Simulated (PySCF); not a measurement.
## Relaxation of quartet CrH₃

All numbers come from PySCF, UPBE0, basis Cr def2-TZVP, H def2-TZVP (no relativity, density fitting). A (50,194) grid was used.

A start displaced from a saddle point along its imaginary mode, of C3v symmetry, held to at least that symmetry:

```xyz
4
charge 0 multiplicity 4, angstrom
Cr    0.0000    0.0000   -0.0070
H     1.6356    0.0000    0.1200
H    -0.8178    1.4165    0.1200
H    -0.8178   -1.4165    0.1200
```

Optimiser trace:
```tsv
step	E − E(last) (kJ/mol)	largest gradient (Eh/bohr)
0	15.31	0.00519
1	6.61	0.00762
2	5.74	0.00990
3	3.10	0.00688
4	0.06	0.00124
5	0.00	0.00051
6	0.00	0.00002
```

It ends at C3v with Cr–H 1.616 Å (×3); H–Cr–H 106.8° (×3). A frequency run shows a minimum. Other isomers or separated fragments may lie lower.

Final geometry:
```xyz
4
charge 0 multiplicity 4, angstrom
Cr    0.0000    0.0000   -0.0333
H     1.4983    0.0000    0.5721
H    -0.7491    1.2975    0.5721
H    -0.7491   -1.2975    0.5721
```

The determinant is spin-contaminated (⟨S²⟩ = 3.97, pure value 3.75). With open d or f shells other occupations or spin states may lie lower.
